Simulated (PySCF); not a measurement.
[MoF6]2- holds Mo(IV), d2, at total charge -2. The structure is a PBE0-D3(BJ)/def2-TZVP, IEF-PCM water geometry optimised for multiplicity 3; coordination octahedral, point group D4h, metal–donor distances 1.94–2.00 Å.

The d shell alone is too small an active space for [MoF6]2- (an active orbital has only 0.67 squared overlap with the free ion's shell): its levels, fitted parameters, g values and moments show what this model gives and aren't sound predictions.

Method (PySCF 2.14, density fitting): CASSCF(2,5) with orbitals averaged over all microstates of the shell, strongly contracted NEVPT2 on the averaged canonical orbitals; basis x2c-TZVPall on the metal, x2c-SVPall elsewhere; spin-free X2C; IEF-PCM water; spin-orbit coupling by state interaction with the mean-field operator over all roots.

CASSCF energies above the lowest CASSCF root:

```csv
state,CASSCF / cm⁻¹
3A2g (from 3T1g),0
3Eg (from 3T1g),1081
1B2g (from 1T2g),10542
1B1g (from 1Eg),10750
1Eg (from 1T2g),11717
1A1g (from 1Eg),12128
1A1g,25333
3B2g (from 3T2g),28137
3Eg (from 3T2g),29998
3Eg (from 3T1g),38108
1B2g (from 1T2g),39316
1Eg,40344
3A2g (from 3T1g),42122
1Eg,44303
1A2g (from 1T1g),47182
3B1g (from 3A2g),60226
1A1g (from 1Eg),70946
1B1g (from 1Eg),71942
1A1g,87075
```

Q: How does dynamic correlation (SC-NEVPT2) move these states?

A: 
```json
{"state": "3A2g (from 3T1g)", "NEVPT2 / cm⁻¹": "0", "shift / cm⁻¹": "0"}
{"state": "3Eg (from 3T1g)", "NEVPT2 / cm⁻¹": "1222", "shift / cm⁻¹": "+141"}
{"state": "1B2g (from 1T2g)", "NEVPT2 / cm⁻¹": "9017", "shift / cm⁻¹": "-1525"}
{"state": "1B1g (from 1Eg)", "NEVPT2 / cm⁻¹": "9045", "shift / cm⁻¹": "-1705"}
{"state": "1Eg (from 1T2g)", "NEVPT2 / cm⁻¹": "10260", "shift / cm⁻¹": "-1457"}
{"state": "1A1g (from 1Eg)", "NEVPT2 / cm⁻¹": "10570", "shift / cm⁻¹": "-1558"}
{"state": "1A1g", "NEVPT2 / cm⁻¹": "21927", "shift / cm⁻¹": "-3407"}
{"state": "3B2g (from 3T2g)", "NEVPT2 / cm⁻¹": "30102", "shift / cm⁻¹": "+1965"}
{"state": "3Eg (from 3T2g)", "NEVPT2 / cm⁻¹": "31706", "shift / cm⁻¹": "+1708"}
{"state": "3Eg (from 3T1g)", "NEVPT2 / cm⁻¹": "37556", "shift / cm⁻¹": "-552"}
{"state": "1B2g (from 1T2g)", "NEVPT2 / cm⁻¹": "39331", "shift / cm⁻¹": "+16"}
{"state": "1Eg", "NEVPT2 / cm⁻¹": "39885", "shift / cm⁻¹": "-459"}
{"state": "3A2g (from 3T1g)", "NEVPT2 / cm⁻¹": "41531", "shift / cm⁻¹": "-592"}
{"state": "1Eg", "NEVPT2 / cm⁻¹": "43766", "shift / cm⁻¹": "-537"}
{"state": "1A2g (from 1T1g)", "NEVPT2 / cm⁻¹": "46463", "shift / cm⁻¹": "-720"}
{"state": "3B1g (from 3A2g)", "NEVPT2 / cm⁻¹": "63781", "shift / cm⁻¹": "+3555"}
{"state": "1A1g (from 1Eg)", "NEVPT2 / cm⁻¹": "71390", "shift / cm⁻¹": "+444"}
{"state": "1B1g (from 1Eg)", "NEVPT2 / cm⁻¹": "72806", "shift / cm⁻¹": "+864"}
{"state": "1A1g", "NEVPT2 / cm⁻¹": "84708", "shift / cm⁻¹": "-2367"}
```

No frequencies were computed for the optimised geometry. Charge-transfer states lie outside this active space and may come lower than some of these levels. NEVPT2 on the d shell alone tends to put d–d bands too high for such charged or covalently bound ions.
